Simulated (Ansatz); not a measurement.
Gas-phase electronic energies from Ansatz, PBE0-D4/def2-TZVP geometries. CCSD(T)/CBS is the MP2 limit (def2-TZVPP, def2-QZVPP) plus CCSD(T) − MP2 in def2-TZVPP, frozen cores. DFT in def2-TZVPP. B3LYP here is the variant with VWN-RPA as its local correlation; programs differ in this. Elements past krypton have def2 core potentials. For In outer-core shells are correlated without core-valence functions, which leaves a few kJ/mol of doubt a bond. Each species was taken in one conformer, which may not be the lowest.

`[CH3][In]([F])[Cl]` + `C#C[SiH](F)CF` → `C#[C][In]([F])[Cl]` + `C[SiH](F)CF`  (redistribution)

```csv
level,ΔE (kcal/mol)
PBE-D4,4.0
B3LYP-D4,3.8
B2PLYP,3.0
PBE,4.0
MP2/def2-TZVPP,2.3
CCSD(T)/def2-TZVPP,1.4
MP2/def2-QZVPP,2.8
MP2/CBS(def2),3.2
```

(1) What does CCSD(T)/CBS give? (Best estimate.)

Largest T1 diagnostic among the species: 0.015.

Results:

(1) Computed: +2.3 kcal/mol. The listed levels differ from it by 1.7, 1.5, 0.7, 1.7, 0.0, -0.9, 0.5, 0.9 kcal/mol.

In def2-TZVPP, CCSD(T) changes the Hartree–Fock value by +1.3 kcal/mol (the triples alone add +0.2 kcal/mol) and MP2 by +2.1 kcal/mol. From PBE to PBE0 (25 % exact exchange), in def2-TZVPP and without D4, ΔE moves by −1.3 kcal/mol.
